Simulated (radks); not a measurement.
Se24+, configuration [Ne].

All-electron calculation, Dirac Kohn-Sham, BLYP, spin-unpolarised, spherical densities, finite nucleus; Fermi nuclear charge, rms radius 4.14 fm. Program: a radial shooting solver on a logarithmic mesh with Libxc functionals.

Energy parts (eV):
part                       energy
total                  -55975.972
kinetic                 57497.803
electron-nucleus      -120834.336
Hartree                  8873.282
exchange-correlation    -1512.721

Orbitals (lengths in bohr, moments of r in powers of bohr; <r^-3> diverges for s and p1/2):
orbital  occ.  eigenvalue (eV)       <r^4>      <r>  <r^-3>  small-component weight
1s1/2       2        -13632.39  0.00001755  0.04405       -                1.52e-02
2s1/2       2        -2670.266    0.003186   0.1919       -                3.10e-03
2p1/2       2        -2518.408    0.002156   0.1647       -                3.07e-03
2p3/2       4        -2474.809    0.002310   0.1682    1226                3.01e-03

The highest occupied level is 2p3/2 at -2474.8 eV. For comparison, the ionisation energy in NIST's Atomic Spectra Database is 2541 eV (semi-empirical). In exact Kohn-Sham theory the highest level is minus the ionisation energy, but local and semilocal functionals leave it too shallow, through self-interaction and a potential that decays too fast; potentials with the right tail come closer.
